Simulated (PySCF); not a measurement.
# Do core-level shifts follow atomic charges?

Compound: C₃H₆ClNSi.
Numbering: `[CH3:1][Si@@H:2]([Cl:3])[CH2:4][C:5]#[N:6]`

Binding energies: PySCF 2.14.0, delta-SCF UKS SCAN, pcX-2 on the ionised atom, pcseg-1 elsewhere, spin-free X2C. Charges: PBE0/pcSseg-1 ground-state density, for the ionised atom.

| atom | environment | C 1s (eV) | Mulliken (e) | IAO (e) | Hirshfeld (e) | ESP (e) |
| --- | --- | --- | --- | --- | --- | --- |
| C1 | Si-methyl carbon | 290.76 | -0.627 | -0.730 | -0.209 | -0.564 |
| C4 | sp3 carbon bound to silicon | 291.91 | -0.510 | -0.592 | -0.135 | -0.588 |
| C5 | nitrile carbon | 292.33 | +0.029 | +0.140 | +0.078 | +0.488 |

Q: How well does each charge scheme correlate with the binding energies over these sites?

A: Hirshfeld: r = 0.86, slope 4.7 eV per e; Mulliken: r = 0.81, slope 1.9 eV per e; IAO: r = 0.80, slope 1.4 eV per e; ESP: r = 0.69, slope 0.9 eV per e. Hirshfeld charges have the highest r, on only 3 points.

Q: The point-charge model writes a binding energy as kq + V + constant, with V the potential of the other atoms' charges at the site. What does it give with the IAO charges?

A: V = Σ 14.40 eV Å × q/r over all other atoms: +10.59 eV at C1, +9.03 eV at C4, -4.09 eV at C5. Fitting binding energy − V to q gives k = 18.6 eV per e and leaves an rms residual of 0.06 eV, against 0.40 eV for the fit on q alone. The model has no term for differences in relaxation between sites.

The structure is a single GFN2-xTB conformer in the gas phase; no vibrational or solvent corrections.

Conformer computed: `[CH3:1][Si@@H:2]([Cl:3])[CH2:4][C:5]#[N:6]`: C1–Si2–C4–C5 59°.
